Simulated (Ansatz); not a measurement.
Start from `[CH3][Sn]([CH3])([CH3])[F]` and change one atom or group to get `C=C[Se][Sn]([CH3])([CH3])[CH3]`.

Ansatz, PBE0-D4/def2-TZVP geometries, multiplicity 1. Each molecule was computed in one conformer, which needn't be the lowest.

Elements past krypton have def2 core potentials. Scalar relativity is left out up to krypton. Spin–orbit coupling is left out; it splits and shifts lone-pair levels of the heavy atoms by tenths of an eV.

```json
{"property": "size of the dipole moment (B3LYP/def2-TZVPP) / D", "`[CH3][Sn]([CH3])([CH3])[F]`": "3.20"}
{"property": "HOMO–LUMO gap (PBE/def2-TZVPP) / eV", "`[CH3][Sn]([CH3])([CH3])[F]`": "6.21"}
{"property": "LUMO energy (B3LYP/def2-TZVPP) / eV", "`[CH3][Sn]([CH3])([CH3])[F]`": "-0.09"}
{"property": "HOMO energy (PBE/def2-TZVPP) / eV", "`[CH3][Sn]([CH3])([CH3])[F]`": "-6.81"}
{"property": "HOMO–LUMO gap (B3LYP/def2-TZVPP) / eV", "`[CH3][Sn]([CH3])([CH3])[F]`": "7.77"}
{"property": "LUMO energy (ωB97M-V/def2-TZVPP) / eV", "`[CH3][Sn]([CH3])([CH3])[F]`": "1.73"}
```

What does the change do to each property? (Estimate.)

Computed: 
```csv
property,`C=C[Se][Sn]([CH3])([CH3])[CH3]`,shift
size of the dipole moment (B3LYP/def2-TZVPP) / D,2.22,-0.98
HOMO–LUMO gap (PBE/def2-TZVPP) / eV,3.96,-2.25
LUMO energy (B3LYP/def2-TZVPP) / eV,-0.40,-0.31
HOMO energy (PBE/def2-TZVPP) / eV,-5.09,1.72
HOMO–LUMO gap (B3LYP/def2-TZVPP) / eV,5.53,-2.24
LUMO energy (ωB97M-V/def2-TZVPP) / eV,1.75,0.02
```

With PBE0 the HOMO rises by 1.94 eV and the LUMO falls by 0.42 eV, so the gap narrows by about 2.36 eV. PBE moves the HOMO by 1.72 eV and ωB97M-V by 2.02 eV. Dipoles are sizes alone; their direction can turn.

Positive LUMOs are unbound, so they and the gaps depend on the basis.

B3LYP here is the variant with VWN-RPA as its local correlation; programs differ in this.
